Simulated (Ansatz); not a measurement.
Computed with Ansatz on PBE0-D4/def2-TZVP structures; ΔE is electronic, products minus reactants. CCSD(T)/CBS adds triple-zeta CCSD(T) − MP2 to the extrapolated MP2 energy (def2 sets, frozen cores). Functionals use def2-TZVPP. B3LYP here is the variant with VWN-RPA as its local correlation; programs differ in this. One conformer a species, not always the lowest.

Reaction (formal exchange of groups at the Si–C bond): `C[SiH2]C(C)=S` + `BS[SiH3]` → `BS[SiH2][SiH2]C` + `CC=S`

| level | ΔE (kJ/mol) | difference from CCSD(T)/CBS |
| --- | --- | --- |
| PBE-D4 | -14.3 | -12.1 |
| PBE0-D4 | -12.9 | -10.7 |
| B3LYP-D4 | -5.1 | -2.9 |
| ωB97X-V | -5.0 | -2.8 |
| B3LYP | -5.7 | -3.5 |
| CCSD/def2-TZVPP | -2.9 | -0.7 |
| CCSD(T)/def2-TZVPP | -2.7 | -0.5 |
| HF/def2-QZVPP | 1.1 | 3.3 |
| SCS-MP2/def2-QZVPP | 4.2 | 6.4 |
| MP2/CBS(def2) | 4.3 | 6.5 |
| CCSD(T)/CBS | -2.2 | 0 |

Largest T1 diagnostic among the species: 0.016.
